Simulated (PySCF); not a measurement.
## Spectroscopy problems

- structure optimised with GFN2-xTB
- GIAO PBE0/pcSseg-1 shieldings
- program: PySCF
- rapidly exchanging positions averaged, non-relativistic, one computed conformer, gas phase

Chemical shifts δ = σref − σ; 1H (σ = 31.72 ppm), 13C (σ = 186.93 ppm) vs TMS, all at this level. Splittings of carbon signals by F and P are missing where no couplings were computed. Where no couplings were computed, multiplicities follow the n + 1 count of equivalent neighbours, and m marks all less simple cases (inequivalent or close neighbours, rings, F or P nearby). Shifts are as computed. Against solution values, carbons near 30 ppm lie about +3 ppm off and those near 130 ppm about +5 ppm. Of 1211 compounds with measured shifts, 218 miss one by over three times the rms of a fit or turn the order of signals round; such compounds aren't used in these exercises.

Q: C8H7F. 1H NMR (400 MHz, computed): δ 2.41 (m, 3H), 1.97 (s, 1H), 1.95 (s, 3H). 13C{1H} NMR (computed): δ 181.5 (C), 103.6 (C), 89.2 (C), 81.0 (CH), 76.8 (C), 73.5 (C), 20.5 (CH3), 16.6 (CH3). Identify the compound.

A: SMILES C(#CC#C)/C(C)=C(\C)F. Rings plus π bonds: 5 (no ring in the answer). 8 carbon signals for 8 carbons: no two carbons are equivalent. Carbon types of the structure: 5 × C, 1 × CH, 2 × CH3, which accounts for all hydrogens. δC 181.5, 103.6: fully substituted alkene carbon. δC 89.2, 76.8, 73.5: alkyne carbon; the triple bond shields along its axis, which puts it between sp3 and sp2 carbons. δC 81.0: terminal alkyne carbon; the triple bond shields along its axis, which puts it between sp3 and sp2 carbons. δC 20.5, 16.6: allylic methyl carbon; a saturated carbon with 1 carbon neighbour and no heteroatom attached.

The data come from this structure; uniqueness wasn't tested.

Q: C8H7F. 1H NMR (600 MHz, computed): δ 5.45 (m, 1H), 5.28 (m, 1H), 2.55 (q, 2H), 1.29 (t, 3H). 13C{1H} NMR (computed): δ 157.5 (C), 110.8 (CH2), 97.8 (C), 87.9 (C), 71.7 (C), 70.5 (C), 16.5 (CH2), 16.0 (CH3). Give a structure.

A: SMILES C=C(F)C#CC#CCC. Rings plus π bonds: 5 (no ring in the answer). 8 carbon signals for 8 carbons: no two carbons are equivalent. Carbon types of the structure: 5 × C, 2 × CH2, 1 × CH3, which accounts for all hydrogens. δC 157.5: fully substituted alkene carbon; an sp2 carbon of a C=C bond. δC 110.8: terminal =CH2 carbon; an sp2 carbon of a C=C bond. δC 97.8, 87.9, 71.7, 70.5: alkyne carbon; sp carbons lie upfield of alkene carbons because the cylindrical π system leaves one tensor component strongly shielded. δC 16.0: methyl carbon; saturated and bonded to C and H only.

This is the structure that produced the data.
